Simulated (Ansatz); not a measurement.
`C[CH](C)[Sn][OH]` and `C[CH](C)[Mg][OH]` differ in one atom or group.

Ansatz, PBE0-D4/def2-TZVP geometries, multiplicity 1. Each molecule was computed in one conformer, which needn't be the lowest.

Elements past krypton have def2 core potentials.

```
                                          property  `C[CH](C)[Sn][OH]`
             LUMO energy (ωB97M-V/def2-TZVPP) / eV               -0.43
               LUMO energy (B3LYP/def2-TZVPP) / eV               -2.41
size of the dipole moment (ωB97M-V/def2-TZVPP) / D                2.08
  size of the dipole moment (B3LYP/def2-TZVPP) / D                2.05
               HOMO–LUMO gap (PBE/def2-TZVPP) / eV                2.18
                 HOMO energy (PBE/def2-TZVPP) / eV               -5.04
```

(1) Give the same properties after the change, and the shifts. (Estimate.)

## Answers

(1) Ansatz gave: 
```
                                          property  `C[CH](C)[Mg][OH]`  shift
             LUMO energy (ωB97M-V/def2-TZVPP) / eV                0.42   0.85
               LUMO energy (B3LYP/def2-TZVPP) / eV               -1.03   1.38
size of the dipole moment (ωB97M-V/def2-TZVPP) / D                0.22  -1.86
  size of the dipole moment (B3LYP/def2-TZVPP) / D                0.17  -1.88
               HOMO–LUMO gap (PBE/def2-TZVPP) / eV                3.77   1.59
                 HOMO energy (PBE/def2-TZVPP) / eV               -5.24  -0.20
```

With PBE0 the HOMO falls by 0.27 eV and the LUMO rises by 1.39 eV, so the gap widens by about 1.66 eV. PBE moves the HOMO by -0.20 eV and ωB97M-V by -0.42 eV. Dipoles are sizes alone; their direction can turn.

B3LYP here is the variant with VWN-RPA as its local correlation; programs differ in this.
